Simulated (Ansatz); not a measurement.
System: C4H13NSi, net charge 0, singlet state. 
Structure (B3LYP-D3(BJ)/def2-TZVP (Ansatz, a quantum-chemistry and plane-wave program) minimum search):
SMILES: C(C[SiH3])CCN
```xyz
19

N     -3.6467    -0.5573     0.1283
C     -2.4557     0.1824    -0.2935
C     -1.1919    -0.4905     0.2243
C      0.0841     0.2610    -0.1485
C      1.3582    -0.4183     0.3676
Si     2.9409     0.4953    -0.0747
H     -4.4905    -0.0925    -0.1851
H     -3.6504    -1.4845    -0.2827
H     -2.5242     1.1901     0.1263
H     -2.3764     0.3014    -1.3852
H     -1.1377    -1.5106    -0.1741
H     -1.2656    -0.5869     1.3110
H      0.0272     1.2805     0.2474
H      0.1393     0.3634    -1.2374
H      1.4248    -1.4370    -0.0287
H      1.3106    -0.5213     1.4567
H      3.0767     0.6088    -1.5487
H      4.1299    -0.2179     0.4537
H      2.9225     1.8663     0.4940
```
Charge 0, spin multiplicity 1.

Quantity: atomisation energy (electronic, to ground-state atoms); the coupled-cluster value holds the core correlation from cc-pwCVTZ, in kcal/mol. Correlated levels leave the core frozen unless marked. UHF or UKS for open shells. Spin-orbit coupling is left out. Non-relativistic. CBS marks a two-point X^-3 extrapolation of the correlation energy; Hartree-Fock from the larger set. [CCSD(T)-MP2]/basis is that difference in the basis named.

Level to compare with: RI-MP2/CBS(aug-cc-pV(T+d)Z,aug-cc-pV(Q+d)Z)+[CCSD(T)-MP2]/aug-cc-pV(T+d)Z plus the core term (Ansatz), 1680.9 kcal/mol. It is a level with limits of its own, and the differences hold the functionals' basis error too.

**Question.** Rank these functionals by how close they come to RI-MP2/CBS(aug-cc-pV(T+d)Z,aug-cc-pV(Q+d)Z)+[CCSD(T)-MP2]/aug-cc-pV(T+d)Z, closest first: r2SCAN0/def2-TZVPD (Ansatz); CAM-B3LYP/def2-TZVPD (Ansatz); r2SCANh/def2-TZVPD (Ansatz).

**Answer.** CAM-B3LYP/def2-TZVPD (range-separated hybrid, 1675.5 kcal/mol, difference -5.4), r2SCANh/def2-TZVPD (hybrid meta-GGA, 1663.3 kcal/mol, difference -17.6), r2SCAN0/def2-TZVPD (hybrid meta-GGA, 1655.1 kcal/mol, difference -25.8)
